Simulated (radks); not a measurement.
The table gives one normalised radial function P(r) = r R(r) of Ir68+ in [He] 2s2 2p5 (r in bohr). All-electron calculation, non-relativistic Kohn-Sham, PBE, spin-polarised, spherical densities, point nucleus; open shells are filled with parallel spins first (spin-orbit coupling, left out, can overturn this in heavy ions); relativity is left out, which matters for an element this heavy. Program: a radial shooting solver on a logarithmic mesh with Libxc functionals.

r	P
0.001547	1.8450
0.001875	2.1798
0.002272	2.5617
0.002753	2.9912
0.003336	3.4654
0.004042	3.9769
0.004897	4.5118
0.005934	5.0479
0.00719	5.5536
0.008711	5.9867
0.01056	6.2965
0.01279	6.4276
0.01537	6.3382
0.01863	5.9862
0.02257	5.3653
0.02735	4.5136
0.03314	3.5173
0.04015	2.4987
0.04865	1.5873
0.05895	0.8808
0.07142	0.4150
0.08654	0.1604
0.1049	0.0488
0.1271	0.0111
0.154	0.0018
0.1865	0.0002
0.226	0.0000
0.2739	0.0000

Which n and l does it have? It may be an empty orbital.

Answer. n = 1, l = 0: the number of nodes gives n - l - 1 = 0, the rise at small r (about r^(l+1)) gives l, and the extent must fit the shell. The curve is that of 1s down; the table hardly tells the two spins apart. 1s down: eigenvalue -75659 eV, 0 radial nodes, <r> = 0.0196 bohr, 90 % of the charge inside 0.0349 bohr.
